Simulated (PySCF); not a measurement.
Spin-rotation constants: `COC[C@@H]1C=C[S@@](=O)C1`, C₆H₁₀O₂S

Geometry:
| atom | x (Å) | y (Å) | z (Å) |
| --- | --- | --- | --- |
| C1 | 2.597 | -0.080 | 0.496 |
| O2 | 1.206 | 0.014 | 0.342 |
| C3 | 0.756 | -0.340 | -0.943 |
| C4 | -0.776 | -0.230 | -0.953 |
| C5 | -1.159 | 1.193 | -0.654 |
| C6 | -1.405 | 1.455 | 0.613 |
| S7 | -1.254 | 0.007 | 1.700 |
| O8 | -2.536 | -0.135 | 2.400 |
| C9 | -1.365 | -1.057 | 0.181 |
| H10 | 2.950 | -1.103 | 0.313 |
| H11 | 2.814 | 0.201 | 1.524 |
| H12 | 3.121 | 0.599 | -0.188 |
| H13 | 1.191 | 0.330 | -1.702 |
| H14 | 1.062 | -1.371 | -1.184 |
| H15 | -1.140 | -0.555 | -1.932 |
| H16 | -1.163 | 1.922 | -1.450 |
| H17 | -1.654 | 2.406 | 1.046 |
| H18 | -0.830 | -1.986 | 0.354 |
| H19 | -2.425 | -1.261 | 0.033 |

Theory: PySCF, GIAO B97-2/pcSseg-1 magnetisability, rotational g tensor and spin-rotation constants, non-relativistic, gas phase. Geometry: GFN2-xTB.

Problem. Give the nuclear spin-rotation constants along the inertial axes (H = +C I·J) beside the isotropic shieldings.

Solution. Rotational constants 2.3694, 1.0846, 0.9499 GHz. A star marks the isotopologue with that one atom substituted, in its own axes.
```tsv
atom	isotope	Caa (kHz)	Cbb (kHz)	Ccc (kHz)	mean (kHz)	σ (ppm)
H10	1H	-0.208	-0.106	0.019	-0.098	28.6
H11	1H	-0.228	0.019	-0.072	-0.094	28.0
H12	1H	-0.099	-0.072	-0.056	-0.076	28.7
H13	1H	-0.082	-0.074	-0.064	-0.073	28.8
H14	1H	-0.180	-0.121	0.020	-0.093	28.6
H15	1H	-0.248	0.009	-0.070	-0.103	28.6
H16	1H	-0.231	0.023	-0.036	-0.081	25.4
H17	1H	-0.180	-0.121	0.076	-0.075	25.0
H18	1H	-0.214	-0.080	-0.004	-0.099	28.6
H19	1H	-0.047	-0.075	-0.082	-0.068	29.0
C1	13C*	0.411	0.222	0.219	0.284	126.5
O2	17O*	-0.140	-0.086	-0.075	-0.100	308.2
C3	13C*	0.605	0.209	0.227	0.347	110.3
C4	13C*	0.462	0.214	0.167	0.281	137.0
C5	13C*	0.460	0.396	0.389	0.415	49.8
C6	13C*	0.631	0.342	0.441	0.471	33.0
S7	33S*	0.868	0.549	0.422	0.613	108.5
O8	17O*	-0.673	-0.141	0.015	-0.266	236.2
C9	13C*	0.512	0.254	0.209	0.325	115.0
```
For the geometry as given, no vibrational averaging.
